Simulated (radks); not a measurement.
The numbers below are computed, except where a source is named.
Task: Coherent X-ray form factor from a spherical all-electron density. Code: a radial shooting solver on a logarithmic mesh with Libxc functionals. Model: scalar-relativistic Kohn-Sham, PBEsol, spin-polarised, spherical densities, finite nucleus; Fermi nuclear charge, rms radius of each element as measured or else 0.836 A^(1/3) + 0.57 fm.

| sin(theta)/lambda (1/angstrom) | f0 (electrons) |
|---|---|
| 0.05 | 5.858 |
| 0.1 | 5.468 |
| 0.15 | 4.913 |
| 0.2 | 4.296 |
| 0.25 | 3.700 |
| 0.3 | 3.175 |
| 0.4 | 2.404 |
| 0.5 | 1.953 |
| 0.6 | 1.701 |
| 0.8 | 1.442 |
| 1 | 1.262 |
| 1.25 | 1.045 |
| 1.5 | 0.842 |
| 2 | 0.524 |

The species is in the configuration that NIST lists as its ground one. Which atom or ion scatters so?

Result: The nitrogen ion N+, [He] 2s2 2p2. Extrapolating in s^2 from the first two rows gives f0(0) = 6.0, near the electron count 6; among species with that count, the fall with angle is slower the higher Z, and the table is that of Z = 7; from so few rows the species is fixed only to a neighbour or two.
